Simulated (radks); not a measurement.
The numbers below are computed, except where a source is named.
Species: Gd3+. Configuration: [Xe] 4f6 5d1 (not the ground configuration). Code: a radial shooting solver on a logarithmic mesh with Libxc functionals. Model: scalar-relativistic Kohn-Sham, r2SCAN, spin-unpolarised, spherical densities, finite nucleus; meta-GGA in the generalised Kohn-Sham scheme; Fermi nuclear charge, rms radius 5.1569 fm.

Unscreened Slater integrals over Kohn-Sham orbitals (hartree).

integral,value
"F0(5d,5d)",0.44038
"F2(5d,5d)",0.23220
"F4(5d,5d)",0.15463
"F0(5d,4f)",0.55761
"F2(5d,4f)",0.14741
"F4(5d,4f)",0.073158
"G1(5d,4f)",0.066780
"G3(5d,4f)",0.055871
"G5(5d,4f)",0.043034
"F0(5d,5p)",0.50047
"F2(5d,5p)",0.24824
"G1(5d,5p)",0.29456
"G3(5d,5p)",0.18303
"F0(5d,5s)",0.51906
"G2(5d,5s)",0.19242
"F0(4f,4f)",1.1454
"F2(4f,4f)",0.54632
"F4(4f,4f)",0.34315
"F6(4f,4f)",0.24698
"F0(4f,5p)",0.72287
"F2(4f,5p)",0.24995
"G2(4f,5p)",0.12508
"G4(4f,5p)",0.098017
"F0(4f,5s)",0.80202
"G3(4f,5s)",0.14611
"F0(5p,5p)",0.60240
"F2(5p,5p)",0.32656
"F0(5p,5s)",0.63972
"G1(5p,5s)",0.43137
"F0(5s,5s)",0.68738

Derived for the open shells (J is the average intra-shell exchange parameter used in DFT+U). 4f: F4/F2 = 0.628, F6/F2 = 0.452, J = (286 F2 + 195 F4 + 250 F6)/6435 = 0.04427 hartree. 5d: Racah B = F2/49 - 5 F4/441 = 0.002986 hartree, C = 35 F4/441 = 0.01227 hartree, C/B = 4.11, F4/F2 = 0.666, J = (F2 + F4)/14 = 0.02763 hartree.
